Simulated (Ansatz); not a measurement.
Cost and result for the atomization energy of B$_{2}$H$_{8}$N$_{2}$Si (13 atoms, 13 bonds).

```xyz
13

B     1.4426    0.5504   -1.9789
N     0.4683    0.8521   -1.0185
Si   -0.6828   -0.2467   -0.3059
B    -1.4730    0.0417    1.4524
N    -0.0719   -0.7846    1.3736
H     1.5578   -0.5835   -2.3482
H     2.1419    1.4214   -2.4116
H     0.3758    1.8194   -0.7391
H    -0.6919   -1.4717   -1.1400
H    -2.3977   -0.6322    1.8022
H    -1.3190    1.1353    1.9215
H    -0.0973   -1.7619    1.6284
H     0.7471   -0.3397    1.7639
```

Charge 0, multiplicity 1. The bonds changed during the relaxation, so this is another structure than the one it started from. Geometry: relaxed with PBE0-D4/def2-TZVP. It is one conformer, not always the lowest. Program: Ansatz. All runs use 4 threads of an Arm Neoverse V1 on a shared host. Times are those of one run each, without the atoms' runs, and a repeat can differ threefold. Electronic energies, without spin–orbit coupling; frozen cores. CCSD(T)/CBS adds CCSD(T) − MP2 in def2-TZVPP to the MP2 limit, and its time is that of the two runs behind it. T1 = 0.012. B3LYP takes the VWN-RPA correlation (the form of Gaussian; ORCA's B3LYP/G).

CCSD(T)/CBS is a level of theory with its own doubt, some kJ/mol a heavy atom from the limit and from the frozen cores, so smaller differences don't rank the functionals.

```csv
level,functions,wall time,atomization (kcal/mol),difference from CCSD(T)/CBS,per bond
PBE-D4/def2-TZVPP (with forces),278,2.9 s,1107.7,22.0,1.7
PBE0-D4/def2-TZVPP,278,3.3 s,1091.8,6.1,0.5
r2SCAN-D4/def2-TZVPP (with forces),278,5.5 s,1092.3,6.6,0.5
B3LYP-D4/def2-TZVPP (with forces),278,5.5 s,1097.7,12.0,0.9
B2PLYP/def2-TZVPP,278,7 s,1081.4,-4.3,-0.3
ωB97X-V/def2-TZVPP,278,9 s,1096.8,11.1,0.8
ωB97M-V/def2-TZVPP (with forces),278,13 s,1098.2,12.5,1.0
MP2/def2-QZVPP,538,39 s,1085.3,-0.4,0.0
CCSD(T)/def2-TZVPP,278,3.4 min,1056.8,-28.9,-2.2
CCSD(T)/CBS(def2),–,4 min,1085.7,0.0,0.0
```

In def2-TZVPP, CCSD(T) changes the Hartree–Fock value by +262.3 kcal/mol (the triples alone add +14.6 kcal/mol) and MP2 by +273.6 kcal/mol; breaking electron pairs costs correlation energy, which Hartree–Fock lacks. From PBE to PBE0 (25 % exact exchange), in def2-TZVPP and without D4, the atomization energy moves by −15.0 kcal/mol: exact exchange takes away binding that semilocal exchange gives to molecules. The D4 term adds +10.0 kcal/mol with B3LYP and +5.2 kcal/mol with PBE0; it sums over pairs of atoms, weighted by their polarisabilities, and B3LYP, whose exchange is more repulsive, gets the larger term.
